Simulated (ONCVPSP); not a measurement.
## chromium: one change to an ONCV potential, before and after

* Element: Cr (Z = 24)
* Generator: ONCVPSP 4.0.1
* Type: optimised norm-conserving Vanderbilt (ONCV)
* Functional: LDA (Perdew-Wang 92)
* Relativity: scalar-relativistic
* Frozen core: [Ne]
* Valence charge: 14
* Reference configuration: 3s2 3p6 3d5 4s1
* Partial waves: 3s+4s: rc 1.55 bohr, ncon 4, nbas 7, qcut 10.3 1/bohr, 2 projectors; 3p: rc 1.00 bohr, ncon 3, nbas 8, qcut 8.7 1/bohr, 1 projector; 3d: rc 1.55 bohr, ncon 4, nbas 9, qcut 8.4 1/bohr, 1 projector
* Local potential: polynomial inside 1.00 bohr (lpopt 3, dvloc0 0 Ha)
* Core correction: none

All-electron outer shells of the reference configuration (LDA (PZ), scalar-relativistic, ld1.x):

```tsv
shell	level (eV)	outermost node (bohr)	outermost maximum (bohr)
2p	-560.31	–	0.20
3s	-73.56	0.36	0.78
3p	-45.35	0.33	0.80
4s	-4.20	1.12	2.74
3d	-3.13	–	0.84
```

Change: s: qcut 10.9; p: qcut 9.2; d: qcut 8.9.

Cutoffs: the cutoffs (Ha) at which the residual kinetic energy of the hardest occupied pseudo-wave falls to 1 and 0.1 mHa per electron; they do not see the model core or the augmentation charge, which bear on the density cutoff. Errors are all-electron minus pseudo energies relative to the spin-unpolarised reference configuration.

Problem. Predict the effect on cutoff, ghosts and configuration errors.

Solution. The potential gets neither clearly harder nor softer (32 Ha and 48 Ha → 34 Ha and 39 Ha); the errors of the 3 common tests hardly move; neither file shows a bound ghost.

| quantity | base | changed |
| --- | --- | --- |
| cutoff, loose | 32 Ha | 34 Ha |
| cutoff, tight | 48 Ha | 39 Ha |
| loose cutoff by channel | s 29 Ha, p 25 Ha, d 32 Ha | s 31 Ha, p 25 Ha, d 34 Ha |
| bound ghosts | none | none |
| GHOST(+) flags under 300 eV | none | none |
| tests with a reliable result | 3 of 4 | 3 of 4 |
| error for 3s2 3p6 3d5 4s0, meV [ΔE 7.13 eV] | +3.0 | +2.7 |
| error for 3s2 3p6 3d4 4s0, meV [ΔE 23.48 eV] | -6.3 | -5.7 |
| error for 3s2 3p6 3d4 4s1, meV [ΔE 8.25 eV] | +4.0 | +3.5 |
| s: phases at 1.58 bohr within 0.05 rad from the reference energy up to (Ha; the scan ends near 5) | to the end of the scan | to the end of the scan |
| p: phases at 1.01 bohr within 0.05 rad from the reference energy up to (Ha; the scan ends near 5) | to the end of the scan | to the end of the scan |
| d: phases at 1.58 bohr within 0.05 rad from the reference energy up to (Ha; the scan ends near 5) | 1.4 | 1.5 |
